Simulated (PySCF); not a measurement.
Si(F)2(NHMe)(OH) (CH5F2NOSi), SMILES CN[Si](O)(F)F. Atoms are numbered in the order given.

```xyz
11

C     -2.3764    -0.0330    -0.0168
N     -1.1270     0.7048     0.0574
Si     0.4168     0.0080     0.0099
O      0.5464    -1.1349    -1.1581
F      1.4577     1.2263    -0.1668
F      0.8797    -0.7610     1.3469
H     -2.8477    -0.1963     0.9699
H     -2.1875    -1.0234    -0.4588
H     -3.1100     0.4784    -0.6635
H     -1.2145     1.6579     0.3980
H      0.2633    -0.8729    -2.0414
```
Charge 0, spin multiplicity 1.

The structure is a stationary point at r2SCAN-D4/def2-SVP. The structure was generated by enumeration, and PubChem lists no compound with its InChIKey, so it may never have been made. The values are those of a single conformer.

Computed with TDA-PBE/def2-SVPD run with PySCF.

Vertical excitations. Isolated molecule, no solvent.

Computed excitation energies, oscillator strengths and character:
```json
[
 {"state": "S1", "energy (eV)": "5.41", "λ (nm)": "229", "f": "0.008", "main pairs": "HOMO→LUMO 100 %"},
 {"state": "S2", "energy (eV)": "6.50", "λ (nm)": "191", "f": "0.008", "main pairs": "HOMO→LUMO+1 97 %"},
 {"state": "S3", "energy (eV)": "6.66", "λ (nm)": "186", "f": "0.018", "main pairs": "HOMO→LUMO+2 97 %"},
 {"state": "S4", "energy (eV)": "7.42", "λ (nm)": "167", "f": "0.021", "main pairs": "HOMO→LUMO+3 96 %"},
 {"state": "S5", "energy (eV)": "7.63", "λ (nm)": "163", "f": "0.038", "main pairs": "HOMO−1→LUMO 98 %"},
 {"state": "S6", "energy (eV)": "7.79", "λ (nm)": "159", "f": "0.003", "main pairs": "HOMO→LUMO+4 97 %"},
 {"state": "S7", "energy (eV)": "8.15", "λ (nm)": "152", "f": "0.059", "main pairs": "HOMO→LUMO+5 96 %"},
 {"state": "S8", "energy (eV)": "8.16", "λ (nm)": "152", "f": "0.025", "main pairs": "HOMO−2→LUMO 97 %"},
 {"state": "S9", "energy (eV)": "8.35", "λ (nm)": "149", "f": "0.028", "main pairs": "HOMO→LUMO+6 94 %"},
 {"state": "S10", "energy (eV)": "8.42", "λ (nm)": "147", "f": "0.021", "main pairs": "HOMO→LUMO+7 98 %"},
 {"state": "T1", "energy (eV)": "5.25", "λ (nm)": "236", "f": "0", "main pairs": "HOMO→LUMO 100 %"},
 {"state": "T2", "energy (eV)": "6.34", "λ (nm)": "195", "f": "0", "main pairs": "HOMO→LUMO+1 98 %"},
 {"state": "T3", "energy (eV)": "6.43", "λ (nm)": "193", "f": "0", "main pairs": "HOMO→LUMO+2 98 %"},
 {"state": "T4", "energy (eV)": "7.16", "λ (nm)": "173", "f": "0", "main pairs": "HOMO→LUMO+3 98 %"}
]
```
Triplets are in the Tamm–Dancoff approximation.
